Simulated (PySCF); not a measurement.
Computed IR spectrum (relative IR intensity) of a molecule C₅H₁₅NO₂Si. The structure is a stationary point at r2SCAN-D4/def2-SVP. The values are those of a single conformer. Level of theory: PySCF with r2SCAN-D4/def2-SVP. Frequencies are harmonic and unscaled.

ν (cm⁻¹): 315 (vw), 324 (vw), 363 (vw), 398 (vw), 441 (w), 663 (w), 765 (w), 847 (s), 882 (s), 972 (m), 1024 (m), 1111 (vw), 1113 (w), 1136 (vs), 1149 (m), 1172 (w), 1207 (m), 1240 (m), 1326 (m), 1409 (w), 1451 (vw), 1456 (vw), 1476 (vw), 1480 (w), 1508 (vw), 2225 (m), 2962 (m), 2970 (m), 2978 (m), 2992 (m), 3023 (m), 3026 (w), 3038 (w), 3079 (w), 3117 (m), 3141 (w) (against the strongest line: vs over 80 %, s over 45 %, m over 15 %, w over 4 %, vw less)

### Question
Which structure fits?
A. CC(C)(C)N[Si](C)(O)O
B. CCO[Si](C)(O)N(C)C
C. CCC[Si](O)(O)N(C)C
D. CCO[SiH](OC)N(C)C

### Answer
D, CCO[SiH](OC)N(C)C
